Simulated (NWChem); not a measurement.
System meant: Cd

Here is an NWChem input.

```
start job
memory heap 200 mb stack 900 mb global 1100 mb
geometry units angstroms noautoz
  Cd     0.000000     0.000000     0.000000
end
basis spherical
  * library def2-svp
end
dft
  xc b3lyp
  iterations 150
  mulliken
end
task dft energy
```

End of the output:

```
             Northwest Computational Chemistry Package (NWChem) 7.3.0
             --------------------------------------------------------

                             Geometry "geometry" -> ""
                             -------------------------

 Output coordinates in angstroms (scale by  1.889725989 to convert to a.u.)

  No.       Tag          Charge          X              Y              Z
 ---- ---------------- ---------- -------------- -------------- --------------
    1 Cd                  48.0000     0.00000000     0.00000000     0.00000000

 Effective nuclear repulsion energy (a.u.)       0.0000000000

                                 NWChem DFT Module
                                 -----------------

 Summary of "ao basis" -> "ao basis" (spherical)
 ------------------------------------------------------------------------------
       Tag                 Description            Shells   Functions and Types
 ---------------- ------------------------------  ------  ---------------------
 Cd                         def2-svp                11       31   5s3p2d1f

            General Information
            -------------------
          SCF calculation type: DFT
          Wavefunction type:  closed shell.
          No. of atoms     :     1
          No. of electrons :    48
           Alpha electrons :    24
            Beta electrons :    24
          Charge           :     0
          Spin multiplicity:     1
          Use of symmetry is: off; symmetry adaption is: off
          Maximum number of iterations: 150
          AO basis - number of functions:    31
                     number of shells:    11
          Convergence on energy requested:  1.00D-06
          Convergence on density requested:  1.00D-05
          Convergence on gradient requested:  5.00D-04

              XC Information
              --------------
                         B3LYP Method XC Potential
                     Hartree-Fock (Exact) Exchange  0.200
                        Slater Exchange Functional  0.800 local
                    Becke 1988 Exchange Functional  0.720 non-local
              Lee-Yang-Parr Correlation Functional  0.810
                  VWN I RPA Correlation Functional  0.190 local

             Grid Information
             ----------------
          Grid used for XC integration:  medium
          Radial quadrature: Mura-Knowles
          Angular quadrature: Lebedev.
          Tag              B.-S. Rad. Rad. Pts. Rad. Cut. Ang. Pts.
          ---              ---------- --------- --------- ---------
          Cd                  1.55      123           7.0       590
          Grid pruning is: on
          Number of quadrature shells:   123
          Spatial weights used:  Erf1

      Superposition of Atomic Density Guess
      -------------------------------------

 Sum of atomic energies:       -1208.21981429

      Non-variational initial energy
      ------------------------------

 Total energy =   -1208.219814
 1-e energy   =   -1680.850413
 2-e energy   =     472.630599
 HOMO         =      -2.226970
 LUMO         =      -2.226970

     ---------------------------------------------
      Total Density - Mulliken Population Analysis
     ---------------------------------------------

    Atom       Charge   Shell Charges
 -----------   ------   -------------------------------------------------------
    1 Cd  48    48.00   2.00  2.01  2.01  2.58 -0.60  6.01  6.59 -0.60 10.29  3.71 14.00

   convergence    iter        energy       DeltaE   RMS-Dens  Diis-err
 ---------------- ----- ----------------- --------- --------- ---------
 d= 0,ls=0.0,diis     1  -1311.9174417875 -1.31D+03  3.49D-01  2.05D+00
 d= 0,ls=0.0,diis     2  -1312.0475377351 -1.30D-01  2.11D-02  1.10D-03
 d= 0,ls=0.0,diis     3  -1312.0477884865 -2.51D-04  9.17D-03  4.40D-04
 d= 0,ls=0.0,diis     4  -1312.0482948864 -5.06D-04  2.23D-03  2.91D-05
 d= 0,ls=0.0,diis     5  -1312.0483307905 -3.59D-05  9.53D-04  2.79D-06
  Resetting Diis
 d= 0,ls=0.0,diis     6  -1312.0483394847 -8.69D-06  3.81D-03  1.79D-06
 d= 0,ls=0.0,diis     7  -1312.0483565992 -1.71D-05  4.34D-05  4.17D-09
 d= 0,ls=0.0,diis     8  -1312.0483566067 -7.44D-09  2.07D-05  1.94D-09
 d= 0,ls=0.0,diis     9  -1312.0483566111 -4.37D-09  2.64D-05  7.09D-10
 d= 0,ls=0.0,diis    10  -1312.0483566154 -4.36D-09  6.01D-05  2.75D-10
 d= 0,ls=0.0,diis    11  -1312.0483566196 -4.14D-09  4.48D-07  3.61D-14

         Total DFT energy =    -1312.048356619553
      One electron energy =    -2018.249820456692
           Coulomb energy =      749.081750446985
    Exchange-Corr. energy =      -42.880286609846
 Nuclear repulsion energy =        0.000000000000

 Numeric. integr. density =       48.000000021970

                       DFT Final Molecular Orbital Analysis
                       ------------------------------------

 Vector   22  Occ=2.000000D+00  E=-4.010468D-01
              MO Center= -1.3D-15,  2.5D-16,  1.2D-15, r^2= 2.6D+00
   Bfn.  Coefficient  Atom+Function         Bfn.  Coefficient  Atom+Function
  ----- ------------  ---------------      ----- ------------  ---------------
     3      2.043611  1 Cd s                  4     -1.423511  1 Cd s
     2     -1.369586  1 Cd s                  1      0.242349  1 Cd s
     5     -0.071603  1 Cd s

 Vector   23  Occ=2.000000D+00  E=-3.330269D-01
              MO Center=  8.7D-16,  1.7D-16,  1.4D-17, r^2= 2.4D+00
   Bfn.  Coefficient  Atom+Function         Bfn.  Coefficient  Atom+Function
  ----- ------------  ---------------      ----- ------------  ---------------
    24      1.041550  1 Cd d  2              20     -0.177331  1 Cd d -2
    19     -0.162701  1 Cd d  2              22     -0.040266  1 Cd d  0
    23     -0.029447  1 Cd d  1              15      0.027701  1 Cd d -2

 Vector   24  Occ=2.000000D+00  E=-3.330269D-01
              MO Center=  9.8D-17,  1.7D-16, -3.5D-16, r^2= 2.4D+00
   Bfn.  Coefficient  Atom+Function         Bfn.  Coefficient  Atom+Function
  ----- ------------  ---------------      ----- ------------  ---------------
    22      1.055656  1 Cd d  0              17     -0.164904  1 Cd d  0
    23      0.042339  1 Cd d  1              24      0.040331  1 Cd d  2
    21      0.032133  1 Cd d -1

 Vector   25  Occ=0.000000D+00  E=-2.821702D-01
              MO Center=  1.6D-16,  2.9D-16,  2.3D-17, r^2= 2.4D+00
   Bfn.  Coefficient  Atom+Function         Bfn.  Coefficient  Atom+Function
  ----- ------------  ---------------      ----- ------------  ---------------
    20      0.757272  1 Cd d -2              21     -0.525412  1 Cd d -1
    23     -0.502979  1 Cd d  1              24      0.122480  1 Cd d  2
    15     -0.118239  1 Cd d -2              16      0.082037  1 Cd d -1
    18      0.078534  1 Cd d  1              22      0.036921  1 Cd d  0

[...]
```

**Question.** Can this run be used? If not, why, and what is the fix?

**Answer.** The run ends normally but its numbers are meaningless: the def2 basis of a heavy element holds valence functions alone and wants its effective core potential (without it all electrons must fit into that basis). This input runs:
```
start job
memory heap 200 mb stack 900 mb global 1100 mb
geometry units angstroms noautoz
  Cd     0.000000     0.000000     0.000000
end
basis spherical
  * library def2-svp
end
ecp
  Cd library def2-ecp
end
dft
  xc b3lyp
  iterations 150
  mulliken
end
task dft energy
```
It converges to -167.80504 Ha (B3LYP/def2-SVP with def2 effective core potentials on Cd). The faulty run gave -1312.048 Ha, with all electrons squeezed into the valence basis.
